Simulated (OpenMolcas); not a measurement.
OpenMolcas run: N3+

Input:

```
&GATEWAY
Coord
1

N 0.0 0.0 0.0
Basis=ANO-L-VTZP
Group=XYZ
NoMove
AngMom=0.0 0.0 0.0
AMFI
&SEWARD
&RASSCF
FileOrb=start.orb
Symmetry=1
Spin=3
nActEl=2 0 0
Inactive=1 0
Ras2=1 3
CIRoot=3 3 1
SDav=3
CIMx=300
Iter=120 100
PrWF=0.3
OrbListing=Nothing
MaxOrb=0
Atom
>>> COPY $Project.JobIph JOB001
&RASSCF
FileOrb=start.orb
Symmetry=1
Spin=1
nActEl=2 0 0
Inactive=1 0
Ras2=1 3
CIRoot=7 7 1
SDav=7
CIMx=300
Iter=120 100
PrWF=0.3
OrbListing=Nothing
MaxOrb=0
Atom
>>> COPY $Project.JobIph JOB002
&RASSCF
FileOrb=start.orb
Symmetry=2
Spin=3
nActEl=2 0 0
Inactive=1 0
Ras2=1 3
CIRoot=3 3 1
SDav=3
CIMx=300
Iter=120 100
PrWF=0.3
OrbListing=Nothing
MaxOrb=0
Atom
>>> COPY $Project.JobIph JOB003
&RASSCF
FileOrb=start.orb
Symmetry=2
Spin=1
nActEl=2 0 0
Inactive=1 0
Ras2=1 3
CIRoot=3 3 1
SDav=3
CIMx=300
Iter=120 100
PrWF=0.3
OrbListing=Nothing
MaxOrb=0
Atom
>>> COPY $Project.JobIph JOB004
&RASSI
NrOfJobIphs=4 3 7 3 3
1 2 3
1 2 3 4 5 6 7
1 2 3
1 2 3
IphNames
JOB001
JOB002
JOB003
JOB004
EJob
SpinOrbit
DIPRint=1.0
SOCoupling=1000.0
Subsets=2
MEES
Property=10
'ANGMOM' 1 'ANGMOM' 2 'ANGMOM' 3 'MLTPL  1' 1 'MLTPL  1' 2 'MLTPL  1' 3
'AMFI' 1 'AMFI' 2 'AMFI' 3 'MLTPL  2' 6
SOProperty=3
'ANGMOM' 1 'ANGMOM' 2 'ANGMOM' 3
```

Launched by
```bash
OMP_NUM_THREADS=1 MOLCAS_MEM=1689 MOLCAS_PROJECT=a pymolcas a.inp > a.log  # once for each step of the input, in one work folder
```

A driver script runs the steps one by one and writes start.orb anew before each from the orbitals found so far.

Output, cut to the results:

```
--- SEWARD ---
Basis set label: N.ANO-L...4S3P2D1F.

      Electronic valence basis set:
      ------------------
      Associated Effective Charge   7.000000 au
      Associated Actual Charge      7.000000 au
      Nuclear Model: Point charge

      Shell  nPrim  nBasis  Cartesian Spherical Contaminant
         s      14       4        X
         p       9       3        X
         d       4       2                 X
         f       3       1                 X
                  Atomic mean-field integrals
--- RASSCF ---
Wave function specifications:
      -----------------------------

      Number of closed shell electrons           2
      Number of electrons in active shells       2
      Max number of holes in RAS1 space          0
      Max nr of electrons in RAS3 space          0
      Number of inactive orbitals                1
      Number of active orbitals                  4
      Number of secondary orbitals              25
      Spin quantum number                      1.0
      State symmetry                             1
Orbital specifications:
      -----------------------

      Symmetry species                           1   2
                                                ag  au
      Frozen orbitals                            0   0
      Inactive orbitals                          1   0
      Active orbitals                            1   3
      RAS1 orbitals                              0   0
      RAS2 orbitals                              1   3
      RAS3 orbitals                              0   0
      Secondary orbitals                        12  13
      Deleted orbitals                           0   0
      Number of basis functions                 14  16
      Number of CSFs                             3
      Number of root(s) required                 3
      Iter CI   SX   CI       RASSCF       Energy    max ROT     max BLB   max BLB  Level Ln srch  Step   QN
          iter iter root      energy       change     param      element    value   shift minimum  type update
 Nr of preliminary CI iterations:   1
 ###############################################################################
 ###############################################################################
 ###                                                                         ###
 ###                                                                         ###
 ###    WARNING: Problems in orbital optimization.                           ###
 ###                                                                         ###
 ###                                                                         ###
 ###############################################################################
 ###############################################################################
  Warning: In symmetry  1, orbital p=   2 has diagonal density matrix element D(p,p) close to zero. D(p,p)=  0.000000E+00
        1   1    1    0   -50.35512607    0.00E+00   0.00E+00    1   2 1 -1.01E-08   0.50   0.00    SX    NO
        ...
 ###############################################################################
 ###############################################################################
  Warning: In symmetry  1, orbital p=   2 has diagonal density matrix element D(p,p) close to zero. D(p,p)=  0.000000E+00
        4   1    1    0   -50.35512607    2.84E-14   0.00E+00    1   2 1 -1.01E-08   0.50   0.00    SX    NO
      Convergence after  4 iterations
        5   1    1    0   -50.35512607    5.68E-14   0.00E+00    1   2 1 -1.01E-08   0.50   0.00    SX    NO
      Natural orbitals and occupation numbers for root  1
      sym 1:   0.000000
      sym 2:   1.000000  -0.000000   1.000000
      Natural orbitals and occupation numbers for root  2
      sym 1:   0.000000
      sym 2:   0.000000   1.000000   1.000000
      Natural orbitals and occupation numbers for root  3
      sym 1:   0.000000
      sym 2:   1.000000   1.000000   0.000000
::    RASSCF root number  1 Total energy:    -50.35512607
::    RASSCF root number  2 Total energy:    -50.35512607
::    RASSCF root number  3 Total energy:    -50.35512607
--- RASSCF ---
Wave function specifications:
      -----------------------------

      Number of closed shell electrons           2
      Number of electrons in active shells       2
      Max number of holes in RAS1 space          0
      Max nr of electrons in RAS3 space          0
      Number of inactive orbitals                1
...
--- RASSI ---
SPIN-FREE ENERGIES:
  (Shifted by EMIN (a.u.) =        -51.1636855878)

 SF State       Relative EMIN(au)   Rel lowest level(eV)    D:o, cm**(-1)      L_eff

     4             0.0000000000        0.0000000000              0.0000         0.0
    11             0.3097897670        8.4298090038          67990.9949         1.0
    12             0.3097897670        8.4298090038          67990.9949         1.0
    13             0.3097897670        8.4298090038          67990.9949         1.0
    14             0.6499042374       17.6847952273         142637.4929         1.0
    15             0.6499042374       17.6847952273         142637.4929         1.0
    16             0.6499042374       17.6847952273         142637.4929         1.0
     2             0.8085595140       22.0020252390         177458.3013         1.0
     3             0.8085595140       22.0020252390         177458.3013         1.0
     1             0.8085595140       22.0020252390         177458.3013         1.0
     8             0.9075824480       24.6965765420         199191.3232         2.0
     9             0.9075824480       24.6965765420         199191.3232         2.0
     5             0.9075824480       24.6965765420         199191.3232         2.0
     6             0.9075824480       24.6965765420         199191.3232         2.0
     7             0.9075824480       24.6965765420         199191.3232         2.0
    10             1.1366385548       30.9295107366         249463.3278         0.0
     Dipole printing threshold changed to   1.00000000E+00

++ Dipole transition strengths (spin-free states):
   -----------------------------------------------
     for osc. strength at least  1.00000000E+00

  ( Max oscillator strength is only   0.21154538348254581      )
--
Eigenvalues of complex Hamiltonian:
   -----------------------------------
  (Shifted by EMIN (a.u.) =        -51.1636855878)

...
```

Levels above the lowest, from the spin-orbit matrix, grouped by J:

```json
{"Configuration": "2s²", "Term": "¹S", "J": "0", "E (cm⁻¹)": "0.0", "Measured (cm⁻¹)": "0.0", "g": "", "Term weight %": "100"}
{"Configuration": "2s 2p", "Term": "³P°", "J": "0", "E (cm⁻¹)": "67856", "Measured (cm⁻¹)": "67209", "g": "", "Term weight %": "100"}
{"Configuration": "2s 2p", "Term": "³P°", "J": "1", "E (cm⁻¹)": "67923", "Measured (cm⁻¹)": "67272", "g": "1.501", "Term weight %": "100"}
{"Configuration": "2s 2p", "Term": "³P°", "J": "2", "E (cm⁻¹)": "68059", "Measured (cm⁻¹)": "67416", "g": "1.501", "Term weight %": "100"}
{"Configuration": "2s 2p", "Term": "¹P°", "J": "1", "E (cm⁻¹)": "142638", "Measured (cm⁻¹)": "130694", "g": "1.000", "Term weight %": "100"}
{"Configuration": "2p²", "Term": "³P", "J": "0", "E (cm⁻¹)": "177325", "Measured (cm⁻¹)": "175535", "g": "", "Term weight %": "100"}
{"Configuration": "2p²", "Term": "³P", "J": "1", "E (cm⁻¹)": "177392", "Measured (cm⁻¹)": "175608", "g": "1.501", "Term weight %": "100"}
{"Configuration": "2p²", "Term": "³P", "J": "2", "E (cm⁻¹)": "177524", "Measured (cm⁻¹)": "175733", "g": "1.501", "Term weight %": "100"}
{"Configuration": "2p²", "Term": "¹D", "J": "2", "E (cm⁻¹)": "199192", "Measured (cm⁻¹)": "188882", "g": "1.000", "Term weight %": "100"}
{"Configuration": "2p²", "Term": "¹S", "J": "0", "E (cm⁻¹)": "249464", "Measured (cm⁻¹)": "235369", "g": "", "Term weight %": "100"}
```

Against the 9 measured excited levels shown (Moore, Selected Tables of Atomic Spectra, NSRDS-NBS 3, section 4) the mean absolute deviation is 4900 cm-1; the largest miss in energy is 2p² ¹S₀: computed 249464, measured 235369 cm⁻¹ (+6.0 %), and the largest in proportion 2s 2p ¹P°₁ (+9.1 %).

Computed and measured levels are paired by configuration, term and J; levels that our copy of the source lacks, or whose pairing is in doubt (as where it misses far off the trend of its configuration), stay unpaired and out of the deviations. Only configurations of the active space appear.

The term weight is that of the spin-free term in the level, not the purity of its configuration. ° marks odd parity.
